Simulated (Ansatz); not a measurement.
Species: C$_{3}$H$_{5}$O$_{2}$, net charge 0, doublet state. It need not be the lowest isomer of its formula. 
Structure (B3LYP-D3(BJ)/def2-TZVP (Ansatz, a first-principles code) minimum search):
```
O
C 1 1.3562
O 2 1.2158 1 123.26
C 1 1.4325 2 115.36 3 0.00
H 4 1.0864 1 105.68 2 -180.00
H 4 1.0899 5 110.61 1 119.68
H 4 1.0899 5 110.61 6 120.63
C 2 1.4421 3 124.72 1 180.00
H 8 1.0787 2 118.21 3 0.00
H 8 1.0795 9 120.74 2 -180.00
```
Charge 0, spin multiplicity 2.

Quantity: atomisation energy (electronic, to ground-state atoms), in kcal/mol. Cores are frozen in the correlated levels unless marked. UHF or UKS for open shells. No spin-orbit coupling. Non-relativistic. The coupled-cluster limit lacks core correlation, which all-electron functionals hold. Basis-set limits of correlation are two-point, X^-3; Hartree-Fock from the larger set. The bracket is a focal-point correction in the basis named.

| level | program | atomisation energy (kcal/mol) |
|---|---|---|
| B97M-V/def2-TZVPD | Ansatz | 983.4 |
| PBE0/def2-TZVP | Ansatz | 986.6 |

Problem. What does RI-MP2/CBS(cc-pVTZ,cc-pVQZ)+[CCSD(T)-MP2]/cc-pVTZ (Ansatz) give?

Solution. 980.4 kcal/mol, so PBE0/def2-TZVP differs from it by 6.2 kcal/mol.
